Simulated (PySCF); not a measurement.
Species: C6H7N.
Cartesian coordinates in Å at the GFN2-xTB level; atoms count from 1:
```xyz
14
C6H7N angstrom
C      4.5598   -0.4072    0.3189
C      3.3767   -0.3441    0.1038
C      2.0416   -0.2773   -0.1425
C      0.8627   -0.2163   -0.3927
C     -0.5590   -0.1598   -0.6507
N     -1.2631    0.4882    0.4462
C     -2.6955    0.5086    0.2545
H      5.5901   -0.4585    0.5044
H     -0.7370    0.4336   -1.5573
H     -0.9245   -1.1894   -0.8444
H     -1.0318    0.0265    1.3214
H     -3.1386   -0.4904    0.1121
H     -3.1593    0.9758    1.1209
H     -2.9229    1.1100   -0.6269
```

The closed-shell SCF was solved with PySCF and density fitting under several settings on one GFN2-xTB geometry (grid level 2 and gas phase unless stated).

```csv
settings,basis functions,SCF cycles,E (Eh),HOMO (eV),LUMO (eV),dipole (D)
"BP86/pcSseg-1, level shift 0.3 Eh, fitting basis def2-qzvpp-jkfit",154,14,-287.4246,-5.37,-1.66,1.61
"LDA/pcSseg-1, grid level 1",154,11,-284.8197,-5.33,-1.81,1.65
```

Estimate the rows for these settings: (1) PBE0/6-31++G**, energy threshold 1e-11 Eh; (2) mPW1PW91/pcSseg-1.

```tsv
settings	basis functions	SCF cycles	E (Eh)	HOMO (eV)	LUMO (eV)	dipole (D)
PBE0/6-31++G**, energy threshold 1e-11 Eh	168	12	-287.1184	-6.76	-0.68	1.63
mPW1PW91/pcSseg-1	154	14	-287.3463	-6.77	-0.65	1.63
```

Over all rows, what range does the HOMO–LUMO gap span?

From 3.52 eV (LDA/pcSseg-1, grid level 1) to 6.12 eV (mPW1PW91/pcSseg-1). The functional of the narrowest has no exact exchange, that of the widest 25 % exact exchange.

And the dipole moment?

From 1.61 D (BP86/pcSseg-1, level shift 0.3 Eh, fitting basis def2-qzvpp-jkfit) to 1.65 D (LDA/pcSseg-1, grid level 1); the largest is 1.02 times the smallest, and the median is 1.63 D.

Whole jobs, the steps after the SCF included, on one thread of an Arm Neoverse V1, on a shared host:

```json
{"settings": "BP86/pcSseg-1, level shift 0.3 Eh, fitting basis def2-qzvpp-jkfit", "work after the SCF": "shieldings, charges and field gradients", "wall time": "23 s", "peak memory": "0.67 GiB"}
{"settings": "LDA/pcSseg-1, grid level 1", "work after the SCF": "shieldings, charges and field gradients", "wall time": "14 s", "peak memory": "0.74 GiB"}
{"settings": "PBE0/6-31++G**, energy threshold 1e-11 Eh", "work after the SCF": "spin–spin couplings from 14 perturbed nuclei, spin–dipole term for 1 of them", "wall time": "26 s", "peak memory": "0.81 GiB"}
{"settings": "mPW1PW91/pcSseg-1", "work after the SCF": "shieldings, charges and field gradients", "wall time": "14 s", "peak memory": "0.80 GiB"}
```

Cycle counts include a coarse-grid stage where the run had one. All basis functions are spherical, in the Pople sets too.

One conformer stands for the species.
